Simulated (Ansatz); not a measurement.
`O[Si]1([SnH3])CO1` + H₂O → `O[Si]1(O)CO1` + `[SnH4]` at 500 K and 1 bar (formal hydrolysis of the Si–Sn bond).

Computed with Ansatz on PBE0-D4/def2-TZVP structures; ΔE is electronic, products minus reactants. CBS: MP2 limit from def2 TZ/QZ plus the TZ coupled-cluster correction, frozen cores. This one scheme is used for every species. Elements past krypton have def2 core potentials. For Sn outer-core shells are correlated without core-valence functions, which leaves a few kJ/mol of doubt a bond. Each species was taken in one conformer, which may not be the lowest.

| species | CCSD(T)/CBS energy (Eh) | H − E (kJ/mol) | S (J/(mol·K)) |
| --- | --- | --- | --- |
| `O[Si]1([SnH3])CO1` | -695.13357 | 227.9 | 469.1 |
| H₂O | -76.37941 | 73.2 | 206.3 |
| `O[Si]1(O)CO1` | -555.15355 | 199.6 | 381.6 |
| `[SnH4]` | -216.39156 | 91.5 | 258.6 |

H − E and S are ideal-gas, rigid-rotor, harmonic terms from PBE0-D4/def2-TZVP, for one conformer and one mirror image of each species. 1 Eh = 2625.50 kJ/mol, R = 8.31446 J/(mol·K).

**Question.** By hand: ΔE, ΔH, ΔS and ΔG.

**Answer.** ΔE = (-555.15355) + (-216.39156) − (-695.13357) − (-76.37941) = -0.03213 Eh = -84.4 kJ/mol. Δ(H − E) = 199.6 + 91.5 − 227.9 − 73.2 = -10.0, so ΔH = -94.4 kJ/mol. ΔS = 381.6 + 258.6 − 469.1 − 206.3 = -35.2 J/(mol·K). ΔG = -94.4 − 500 × (-35.2)/1000 = -76.8 kJ/mol.

**Question.** By hand: the equilibrium constant, and the temperature at which ΔG would vanish if ΔH and ΔS stayed fixed.

**Answer.** log₁₀ K = −ΔG/(RT ln 10) = 8.0. ΔG = 0 at ΔH/ΔS = 2682 K, far beyond where these terms or the molecules hold.

ΔH outweighs TΔS. A doubt of 5 kJ/mol in ΔE shifts log₁₀ K by 0.5 here. Other conformers and mirror images would add mixing entropy, several J/(mol·K) or more a flexible species. Modes under 60 cm⁻¹, often nearly free rotors, make the harmonic entropy too high. These are equilibria of isolated gas molecules and say nothing of rates. Largest T1 diagnostic: 0.014 (customary marks: 0.02 for closed shells, 0.045 for open ones).
